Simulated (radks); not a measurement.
Valence configurations of Br III (all share [Ar]). All-electron calculation, scalar-relativistic Kohn-Sham, r2SCAN, spin-polarised, spherical densities, finite nucleus; open shells are filled with parallel spins first; meta-GGA in the generalised Kohn-Sham scheme; Fermi nuclear charge, rms radius 4.1629 fm. Program: a radial shooting solver on a logarithmic mesh with Libxc functionals. Energies are relative to 3d10 4s2 4p3; eigenvalues in eV for spin up.

valence,E (eV),moment (Bohr magnetons),e(3d),e(4p),e(4s)
3d10 4s2 4p3,0.000,3,-92.117,-30.049,-44.246
3d10 4s1 4p4,13.879,3,-93.779,-30.824,-45.257
3d9.5 4s2 4p3.5,34.029,3,-99.302,-31.074,-45.715
3d10 4p5,31.162,1,-95.383,-30.488,-
3d9.5 4p5.5,65.314,1,-102.39,-31.399,-
3d9 4s2 4p4,70.224,3,-106.58,-32.073,-47.146
3d9 4p6,101.73,1,-109.50,-32.298,-
3d9.5 4s1 4p4.5,48.328,3,-100.93,-31.828,-46.696
3d9 4s1 4p5,84.970,3,-108.16,-32.804,-48.090
3d8 4s2 4p5,149.53,3,-121.43,-34.021,-49.915

NIST lists [Ar] 3d10 4s2 4p3 as the ground configuration; this level of theory agrees among the configurations tried. The energies are those of spherical high-spin densities, not of single terms.
